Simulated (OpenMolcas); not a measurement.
# Ni2+: moving the ligands

Ni2+ with its 6 nearest fluoride ions at 2.053 Å, on the Cd site of idealised cubic KCdF3 (a = 4.302 Å, distance in the model lattice 2.151 Å). The rest of the host is ab initio model potentials to 7.6 Å, with orthogonalisation functions on the cations behind the ligands, and point charges beyond; the distance is set by hand and nothing relaxes. Ligand basis ANO-RCC-VDZP.
```
Ni    0.0000    0.0000    0.0000
F     2.0530    0.0000    0.0000
F     0.0000    2.0530    0.0000
F    -2.0530    0.0000    0.0000
F     0.0000   -2.0530    0.0000
F     0.0000    0.0000    2.0530
F     0.0000    0.0000   -2.0530
```

```json
{"Program": "OpenMolcas 26.06", "Method": "CASSCF", "Basis": "ANO-RCC-VTZP [6s5p3d2f1g]", "Scalar Hamiltonian": "DKH2, point nucleus", "Active space": "8 electrons in 5 orbitals (3d)", "State averaging": "2S+1 = 3 even, 10 roots; 2S+1 = 1 even, 15 roots", "Spin-orbit coupling": "state interaction with AMFI integrals over the reference wave functions"}
```

Runs around this geometry, states (labels of O, the rotations of Oh). Energies in cm-1 above the lowest state or level, χT in cm3 K/mol; 10Dq and B are least-squares fits to the states below 45000 cm-1, weighted by degeneracy, with a free offset, and given where the rms deviation is under 5 % of |10Dq| (or 100 cm-1) and under 700 cm-1.

```
R (Å)  Ground state  First state of that spin  10Dq  B (rms of fit)  First gap with spin-orbit (degeneracies)  χT at 300 K  First state of another spin
    2           3A2                  3T2 6790  6605       1289 (87)                               6525 (3, 2)        1.448                     1E 18896
2.053           3A2                  3T2 5841  5681       1291 (77)                               5573 (3, 2)        1.521                     1E 18743
2.151           3A2                  3T2 4466  4347       1295 (61)                               4192 (3, 2)        1.678                     1E 18447
```

Taking |10Dq| as R^-n, n = -ln(4347 / 6605) / ln(2.151 / 2) = 5.7 between the shortest and longest distance. The point-charge formula for a cubic d site gives n = 5.

Without dynamic correlation the repulsion within the d shell is too large (B by tens of per cent), so at a given field states of lower spin stand too high. Ligand-to-metal charge-transfer states are missing. With no ligand orbital active B as a rule stays too high, so bands that hang on it stand too high and its fall with covalency is understated. With metal d orbitals alone and no dynamic correlation 10Dq can be off by a tenth to a fifth, either way, in oxide and fluoride hosts. No measured value stands beside these numbers; the geometry was set by hand and not optimised.
